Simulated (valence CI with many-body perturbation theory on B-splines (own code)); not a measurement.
## Questions on Ta XLIII

Method: relativistic CI+MBPT: three valence electrons over a frozen Dirac-Fock core [Ar] 3d10, radial functions for each j: 11 s, 11 p, 10 d, 8 f, 5 g, 2 h, with the one-electron correlation potential Σ1, the two-electron term Σ2, the three-electron term Σ3, Breit, model QED; selected CI, second order for the rest, scaled by the run's own slope (own B-spline code, finite nucleus).

No measured spectrum was set against this ion. As an estimate, large intervals hold to a few tenths of a per cent, small ones and those within an open d or f shell to about a per cent.

Levels are named by their leading jj configuration (3d3/2^4 stands for four electrons in 3d with j = 3/2), which in mixed levels can hold well under half, so a name can repeat and another be missing.

Rates and lifetimes use the calculated energies. Strong lines usually hold to 10 to 20 %, long lifetimes can be off by a factor of two.

What is the ground level?

(4s^2 4p1/2) J=1/2, composition 100 % 4s2 4p 2P°, g = 0.659.

Name the longest-lived excited levels whose lifetime is computed, and their main decay.

(4s 4p3/2 4d5/2) J=9/2 at 3476.5 × 10³ cm⁻¹ lives 312 ns, mostly by M1 to (4s 4p1/2 4d5/2) J=7/2; (4s^2 4p3/2) J=3/2 at 736.31 × 10³ cm⁻¹ lives 271 ns, mostly by M1 to (4s^2 4p1/2) J=1/2.

What is the ionisation energy?

2114.1 eV; NIST lists 2113 ± 4 eV (theoretical).

Among levels below 6409.3 × 10³ cm⁻¹, which E1 lines absorb most strongly from the ground level?

to (4s^2 4d3/2) J=3/2 at 4.993 nm, f = 0.823; to (4s 4p1/2 4p3/2) J=3/2 at 6.439 nm, f = 0.398; to (4s 4p1/2 4p3/2) J=1/2 at 6.355 nm, f = 0.380.

How well does LS coupling describe the low levels?

Among the lowest 20 levels the leading LS term, summed over configurations, holds 66 % on average. For single configurations the figures are 63 % in LS and 90 % in jj coupling. Terms mix most in the J = 5/2 level at 2819.6 × 10³ cm⁻¹, where the leading one holds 37 %.

Where does the other parity begin?

At (4s 4p1/2^2) J=1/2, 759.82 × 10³ cm⁻¹.
